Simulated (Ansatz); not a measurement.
Compare A (`C#C[SiH2]CO`) with its isomer B (`OC#CC[SiH3]`).

Computed with Ansatz on PBE0-D4/def2-TZVP structures; ΔE is electronic, products minus reactants. CCSD(T)/CBS is the MP2 limit (def2-TZVPP, def2-QZVPP) plus CCSD(T) − MP2 in def2-TZVPP, frozen cores. DFT in def2-TZVPP. B3LYP here is the variant with VWN-RPA as its local correlation; programs differ in this. Each species was taken in one conformer, which may not be the lowest.

(1) Which isomer does CCSD(T)/CBS put lower? Give the gap. (An estimate is asked.)

(2) Give E(B) − E(A) in kcal/mol with CCSD/def2-TZVPP, ωB97M-V, MP2/def2-TZVPP, CCSD(T)/def2-SVP, r2SCAN-D4, B2PLYP, B3LYP. (An estimate is asked.)

(3) Does the order hold for the free energy at 298.15 K (harmonic terms from PBE0-D4)? (An estimate is asked.)

Largest T1 diagnostic: 0.012.

Answers

(1) Computed: A, by 13.8 kcal/mol.

(2) Computed: CCSD/def2-TZVPP 12.7, ωB97M-V 11.6, MP2/def2-TZVPP 12.6, CCSD(T)/def2-SVP 7.7, r2SCAN-D4 10.6, B2PLYP 11.7, B3LYP 10.3. None reverses the order clearly.

(3) Ansatz gave: Yes: G(B) − G(A) = +12.2 kcal/mol, for one conformer each.

In def2-TZVPP, CCSD(T) changes the Hartree–Fock value by +1.6 kcal/mol (the triples alone add +0.3 kcal/mol) and MP2 by +1.2 kcal/mol. From r2SCAN to r2SCAN0 (25 % exact exchange), in def2-TZVPP and without D4, E(B) − E(A) moves by −0.8 kcal/mol.
